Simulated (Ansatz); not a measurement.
Reaction: CH5BN (SMILES B[N]C, doublet) → CH5BN (SMILES C[B]N, doublet)
Each species at its own B3LYP-D3(BJ)/def2-TZVP minimum (Ansatz, an electronic-structure program), one conformer.

Property: isomerisation energy (electronic), in kcal/mol. Radicals and triplets start from unrestricted determinants; spin-orbit coupling is neglected. Correlated methods leave the cores frozen. Rows without X2C or -DK are non-relativistic. CBS(X,Y): correlation extrapolated as X^-3, Hartree-Fock from the larger set. A bracket is a step between two methods taken in the basis named. 'core' is core correlation in cc-pwCVTZ, 'X2C' scalar relativity in cc-pVTZ-DK, both at CCSD(T).

| level | program | isomerisation energy (kcal/mol) |
|---|---|---|
| HF/cc-pVDZ | Ansatz | -17.2 |
| HF/cc-pVQZ | Ansatz | -18.1 |
| MP2/cc-pVDZ | Ansatz | -25.7 |
| CCSD/cc-pVDZ | Ansatz | -18.8 |
| CCSDT(Q)/cc-pVDZ | Ansatz | -18.2 |
| CCSD(T)/CBS(cc-pVTZ,cc-pVQZ) + [CCSDT(Q) - CCSD(T)]/cc-pVDZ + core + X2C | Ansatz | ___ |

Q: Some entries are withheld; supply them.

A: 
- CCSD(T)/CBS(cc-pVTZ,cc-pVQZ) + [CCSDT(Q) - CCSD(T)]/cc-pVDZ + core + X2C, isomerisation energy (kcal/mol): -22.2
